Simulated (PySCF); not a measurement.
Molecule: SMILES CCCCS[SiH](Cl)Cl, C4H10Cl2SSi.

Geometry:
```csv
atom,x (Å),y (Å),z (Å)
C1,-1.667,1.012,0.069
C2,-0.593,0.240,0.817
C3,0.315,-0.557,-0.107
C4,1.433,-1.318,0.585
S5,2.574,-0.307,1.614
Si6,3.257,1.091,0.185
Cl7,4.875,2.015,1.044
Cl8,3.808,0.133,-1.561
H9,-2.310,0.341,-0.523
H10,-1.221,1.739,-0.630
H11,-2.316,1.572,0.758
H12,-1.059,-0.447,1.545
H13,0.022,0.934,1.415
H14,0.743,0.107,-0.879
H15,-0.283,-1.297,-0.668
H16,1.028,-2.049,1.302
H17,2.046,-1.869,-0.142
H18,2.285,2.141,-0.202
```

Geometry PBE0-D3(BJ)/def2-SVP throughout; GIAO in PySCF 2.14, gas phase, one conformer, non-relativistic; equivalent atoms averaged; basis pcSseg-1.

For orientation, KT3 gives these absolute shieldings σ: C4 144.2, C2 157.6, C1 165.8, S5 573.5, Si6 341.6, Cl7/Cl8 851.5, H18 24.99, H14/H15 29.94, H9/H10/H11 30.34 ppm.

A run gave: C4 141.5, C2 155.3, C1 163.1, S5 554.9, Si6 307.8, Cl7/Cl8 848.4, H18 25.15, H14/H15 30.06, H9/H10/H11 30.39 ppm (absolute shieldings σ).

**Question.** Which functional was used in that run?
A. PBE0
B. WP04
C. B3LYP
D. wB97X-D

**Answer.** C. S5 tells them apart best: B3LYP gives 554.9, WP04 gives 527.3, wB97X-D gives 588.1, PBE0 gives 584.8 ppm.
